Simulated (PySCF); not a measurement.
## How the method changes the constants of NaCa

State: ²Σ⁺ (doublet), unpaired electrons σ ↑. Set-up: Na x2c-SVPall, Ca x2c-SVPall; spin-free X2C with a Gaussian nucleus (PySCF 2.14). De refers to Na + Ca in their ground configurations, without counterpoise correction. The functionals are run spin-unrestricted. A positive dipole means Na(−)Ca(+). Levels whose curve was spin-contaminated or gave no clean fit are not listed.

```
       Level  Re (Å)  ωe (cm⁻¹)  De (eV)  μ (D)
    ROHF-MP2   4.019       69.2    0.107    n/a
ROHF-SCS-MP2   4.031       67.0    0.095    n/a
   ROHF-CCSD   3.867       88.2    0.161    n/a
ROHF-CCSD(T)   3.842       92.2    0.180    n/a
         PBE   3.671        112    0.337  -0.51
      PBEsol   3.652        114    0.367  -0.53
      r²SCAN   3.715        113    0.371  -0.86
       B3LYP   3.721        101    0.200  -0.38
        PBE0   3.704        110    0.295  -0.72
       B97-3   3.668        117    0.300  -0.34
```

(1) Which functional lies closest to ROHF-CCSD(T) in De, which farthest, and by how much do they differ from it?

(2) What does a quarter of exact exchange do here, going from PBE to PBE0?

(3) What does the step from GGA to meta-GGA do here, going from PBE to r²SCAN?

Correlated steps freeze 6 core orbitals. The bond is weak. Basis-set superposition, not corrected here, can be much of De in a small basis, most of all at correlated wavefunction levels. Functionals without a dispersion term scatter widely for such bonds, and LDA overbinds them. The state is the lowest determinant that a PBE0 search found; another state may lie lower at other levels.

## Answers

(1) Closest is B3LYP (-12.1 pm in Re, +9.5 % in ωe, +0.02 eV in De against ROHF-CCSD(T) in the same basis), farthest r²SCAN (-12.7 pm in Re, +22.6 % in ωe, +0.19 eV in De). CCSD(T) converges more slowly with the basis than the functionals do and binds too weakly in this one, so the order can change at the basis-set limit.

(2) PBE0 less PBE: +3.3 pm in Re, -1.8 % in ωe, -0.04 eV in De. Exact exchange removes part of the self-interaction that spreads semilocal densities, and in most molecules shortens and stiffens the bond and lowers De; here Re and ωe go the other way.

(3) r²SCAN less PBE: +4.4 pm in Re, +0.9 % in ωe, +0.03 eV in De.
